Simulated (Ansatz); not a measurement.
Reaction (formal hydrolysis of the Si–Cl bond): `O[SiH](O)C[SiH2]Cl` + H₂O → `O[SiH2]C[SiH](O)O` + HCl

Calculated with Ansatz (gas phase, PBE0-D4/def2-TZVP geometries, no zero-point term in ΔE). CCSD(T)/CBS is the MP2 limit (def2-TZVPP, def2-QZVPP) plus CCSD(T) − MP2 in def2-TZVPP, frozen cores. This one scheme is used for every species. One conformer a species, not always the lowest.

```
             species  CCSD(T)/CBS(def2) energy (Eh)
`O[SiH](O)C[SiH2]Cl`                    -1230.73233
                 H₂O                      -76.37941
 `O[SiH2]C[SiH](O)O`                     -846.72605
                 HCl                     -460.38127
```

**Question.** Work out ΔE.

**Answer.** ΔE = (-846.72605) + (-460.38127) − (-1230.73233) − (-76.37941) = 0.00442 Eh = +11.6 kJ/mol.

Largest T1 diagnostic among the species: 0.011.

The D4 term adds +5.0 kJ/mol with B3LYP and +2.8 kJ/mol with PBE0; it sums over pairs of atoms, weighted by their polarisabilities, and B3LYP, whose exchange is more repulsive, gets the larger term.

B3LYP here is the variant with VWN-RPA as its local correlation; programs differ in this.
